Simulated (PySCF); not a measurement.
A calculated (UHF, PySCF 2.14, cc-pVDZ-DK, the spin-free X2C one-electron Hamiltonian (Gaussian nucleus)) atom or ion has these occupied shells.

```tsv
shell	electrons	orbital energy (eV)	rms radius, mean of both spins (bohr)
1s α	1	-54.252	0.885
```

Problem. Name the element and its charge.

Solution. He+ (helium, charge +1), in 1s1, 2S determinant.
